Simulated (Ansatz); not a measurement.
The same path of ClGaHO (4 atoms, charge 0, multiplicity 2) was run twice with different band settings. Lost on the way: Ga2–H4. Made: O1–H4.

Method: UKS BLYP-D4/def2-SVP in Ansatz.

Relaxed end points:

```xyz
4
Properties=species:S:1:pos:R:3
O -1.760 -0.134 -0.209
Ga 0.020 0.162 -0.070
Cl 1.059 -1.580 0.719
H 0.737 1.492 -0.460
```

```xyz
4
Properties=species:S:1:pos:R:3
O -0.816 0.601 -0.348
Ga 0.835 -0.051 0.122
Cl 0.812 -2.132 0.888
H -0.776 1.521 -0.682
```

Common settings: spring 5.0 eV/Å²; optimiser quadratic models (default); start path through a guess of the saddle point; force threshold 0.05 eV/Å; iteration limit 60; end points relaxed.

| run | movable images | climbing image |
| --- | --- | --- |
| 1 | 5 | yes |
| 2 | 4 | no |

(1) What does each run give, and how far can it be trusted?

Results:

(1) Run 1: converged after 8 iterations, highest image 0.713 eV above the first end. Neighbouring images differ by up to 1.5 eV, so the band resolves the path poorly. A vibrational analysis at the climbing image gives one clearly imaginary mode, 1050i cm⁻¹: a first-order saddle point.
Run 2: converged after 7 iterations, highest image 0.669 eV above the first end. No image climbed, so the highest image needn't sit at the top of the path.
